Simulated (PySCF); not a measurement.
## Energy of Pt(2+) (platinum, charge +2) between two integer charges

The 5d beta orbital of [Xe] 4f14 5d8 is emptied in steps (occupation f), with all orbitals relaxed, ending at [Xe] 4f14 5d7. All numbers are calculated (PySCF 2.14, scalar relativity through the core potential, in def2-SVP with the def2 core potential (60 electrons) (6s3p2d1f, 32 functions)). The exact energy is a straight line in f; departures are measured from the line between the end points of the same method.

```csv
f,UHF (eV),LDA (eV),PBE (eV)
1,0.000,0.000,0.000
0.9,0.097,-0.572,-0.559
0.7,0.219,-1.343,-1.311
0.5,0.252,-1.608,-1.568
0.3,0.205,-1.357,-1.322
0.1,0.085,-0.584,-0.569
0,0.000,0.000,0.000
```

```
method  E(f=0) − E(f=1) (eV)  −ε at f=1 (eV)  −ε at f=0.5 (eV)
   UHF                29.949          31.044            29.909
   LDA                31.799          25.470            31.755
   PBE                31.617          25.420            31.585
```

Orbital energy along the path (eV):

```csv
f,UHF,LDA,PBE
1,-31.044,-25.470,-25.420
0.9,-30.794,-26.699,-26.631
0.7,-30.329,-29.201,-29.089
0.5,-29.909,-31.755,-31.585
0.3,-29.527,-34.352,-34.112
0.1,-29.179,-36.982,-36.663
0,-29.016,-38.304,-37.944
```

Reference removal energy between the ground levels: 29 ± 1.6 eV (theoretical estimate listed by NIST; NIST Atomic Spectra Database, ionization energies). The calculation has no spin-orbit coupling. The determinant left behind need not be the lowest term of the ion. UHF lacks correlation.
